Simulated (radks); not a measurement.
Values are calculated unless marked as measured or tabulated.
All-electron atom: Te V in [Kr] 4d10 5s2.

Code: a radial shooting solver on a logarithmic mesh with Libxc functionals. Model: Dirac Kohn-Sham, LB94 model potential, spin-unpolarised, spherical densities, finite nucleus; Fermi nuclear charge, rms radius 4.7423 fm.

Energy parts (eV):
| part | energy |
|---|---|
| kinetic | 196099.188 |
| electron-nucleus | -447703.982 |
| Hartree | 71517.639 |
(The LB94 potential has no energy functional, so no total or exchange-correlation energy is given.)

Orbitals (lengths in bohr, moments of r in powers of bohr; r(90%) holds 90 % of the orbital's charge):
\begin{tabular}{lrrrr}
orbital & occ. & eigenvalue (eV) & r(90%) & small-component weight \\ \hline
1s1/2 & 2 & -31804.08 & 0.0499 & 3.67e-02 \\
2s1/2 & 2 & -4933.303 & 0.185 & 7.82e-03 \\
2p1/2 & 2 & -4631.636 & 0.165 & 7.87e-03 \\
2p3/2 & 4 & -4354.133 & 0.172 & 7.48e-03 \\
3s1/2 & 2 & -1029.874 & 0.472 & 2.28e-03 \\
3p1/2 & 2 & -904.3532 & 0.468 & 2.24e-03 \\
3p3/2 & 4 & -852.8978 & 0.484 & 2.13e-03 \\
3d3/2 & 4 & -630.3359 & 0.462 & 2.03e-03 \\
3d5/2 & 6 & -619.4929 & 0.466 & 2.00e-03 \\
4s1/2 & 2 & -215.9299 & 1.11 & 6.45e-04 \\
4p1/2 & 2 & -173.0115 & 1.17 & 5.86e-04 \\
4p3/2 & 4 & -163.1633 & 1.22 & 5.49e-04 \\
4d3/2 & 4 & -94.4668 & 1.45 & 4.13e-04 \\
4d5/2 & 6 & -92.9519 & 1.47 & 4.04e-04 \\
5s1/2 & 2 & -61.6266 & 2.61 & 1.43e-04 \\
\end{tabular}

The highest occupied level is 5s1/2 at -61.627 eV. The electron density at the nucleus is 2.28e+05 e/bohr^3. Summed over all electrons, <r^2> = 26.26 bohr^2, which gives a Langevin (diamagnetic) susceptibility term of -20.8 x 10^-6 cm^3/mol. For comparison, the ionisation energy in NIST's Atomic Spectra Database is 59 eV (measured). In exact Kohn-Sham theory the highest level is minus the ionisation energy, but local and semilocal functionals leave it too shallow, through self-interaction and a potential that decays too fast; potentials with the right tail come closer.
